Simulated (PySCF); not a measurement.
F (SMILES [F-]), charge -1, singlet. Base run: M062X/aug-cc-pVDZ (PySCF).

Here is a job for PySCF.
```python
from pyscf import gto, scf, dft, solvent

mol = gto.Mole()
mol.atom = '''
    F     0.00000000    0.00000000    0.00000000
'''
mol.basis = 'aug-cc-pvdz'
mol.charge = -1
mol.verbose = 4
mol.build()

mf = dft.RKS(mol)
mf.xc = 'm062x'
mf.kernel()
mf.analyze()
```

The base run was repeated with changes; each row names its change, and settings that it needs were set with it.

```csv
change,ΔE vs base (kJ/mol),HOMO-LUMO gap (eV)
base,0.00,14.08
model = IEF-PCM; solvent = dichloromethane; vdw_scale = 1.1,[?],[?]
model = IEF-PCM; solvent = dichloromethane; lebedev_order = 11,-327.6,14.51
model = IEF-PCM; solvent = dichloromethane; r_probe = 0.5,[?],[?]
model = IEF-PCM; solvent = dichloromethane; vdw_scale = 1.4,-290.8,14.27
model = IEF-PCM; solvent = dichloromethane,-328.7,14.49
model = IEF-PCM; solvent = chloroform,[?],[?]
model = IEF-PCM; solvent = methanol,-358.9,14.52
model = IEF-PCM; solvent = dichloromethane; vdw_scale = 1.0,-367.7,15.00
model = COSMO; solvent = dichloromethane,-311.2,14.48
model = C-PCM; solvent = dichloromethane,-328.7,14.49
model = IEF-PCM; solvent = dimethylsulfoxide,-362.4,14.53
```

Problem. Some entries are withheld; supply them.

Solution. 
- model = IEF-PCM; solvent = dichloromethane; vdw_scale = 1.1, ΔE vs base (kJ/mol): -348.8
- model = IEF-PCM; solvent = dichloromethane; vdw_scale = 1.1, HOMO-LUMO gap (eV): 14.70
- model = IEF-PCM; solvent = dichloromethane; r_probe = 0.5, ΔE vs base (kJ/mol): -267.6
- model = IEF-PCM; solvent = dichloromethane; r_probe = 0.5, HOMO-LUMO gap (eV): 14.21
- model = IEF-PCM; solvent = chloroform, ΔE vs base (kJ/mol): -291.4
- model = IEF-PCM; solvent = chloroform, HOMO-LUMO gap (eV): 14.46

The base is the gas phase, so ΔE is the electrostatic part of solvation at a fixed geometry, without cavity and dispersion terms.

The gas-phase anion may not be bound at this level, which the solvent then changes.
